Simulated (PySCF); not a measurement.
Cartesian coordinates (Å):
```xyz
7

Hf     0.0757     0.0799     0.0027
N      0.1888     1.1121    -1.7101
H      0.6460     0.7781    -2.5605
H     -0.1848     2.0455    -1.8928
H      1.8097    -0.4376     0.4362
H     -0.9048    -1.4512    -0.3864
H     -0.7278     1.1097     1.3328
```
Charge 0, spin multiplicity 1.

Give the charge on the central atom (Mulliken), dipole moment, HOMO, LUMO, total energy and HOMO–LUMO gap at the level PBE-D3(BJ)/def2-TZVP // r2SCAN-D4/def2-SVP (PySCF).


```yaml
charge on the central atom (Mulliken): 0.78 e
dipole_moment: 2.17 D
HOMO: -6.50 eV
LUMO: -2.49 eV
total_energy: -105.7205 Ha
HOMO–LUMO gap: 4.02 eV
```
